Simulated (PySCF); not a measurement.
W(OH)(H)5 (H₆OW), SMILES [OH][WH5], multiplicity 1.

The structure is a stationary point at PBE0-D3(BJ)/def2-TZVP. The spin state was assumed, not searched. The structure was generated by enumeration; whether it is a known compound was not checked. The def2 effective core potentials stand for the cores of W; spin–orbit coupling is left out.

Two levels are set side by side: TDA-PBE/def2-SVPD (PySCF) and TDA-CAM-B3LYP/def2-SVPD (PySCF). Vertical, same geometry. The lowest singlet is HOMO→LUMO 97 % with PBE and HOMO→LUMO 91 % with the other functional; states are paired by order. Differences are taken from unrounded values.

| quantity | TDA-CAM-B3LYP | TDA-PBE | TDA-PBE minus TDA-CAM-B3LYP |
|---|---|---|---|
| lowest singlet excitation (eV) | 3.64 | 3.53 | -0.11 |
| lowest triplet excitation (TDA) (eV) | 2.98 | 2.88 | -0.11 |

Functionals without exact exchange tend to place singlet excitations lower, as here. Differences between two approximate levels are no errors against the true value.

Rough cost on one machine, each run with all the roots and properties that it gave: TDA-CAM-B3LYP against TDA-PBE about 2 times.
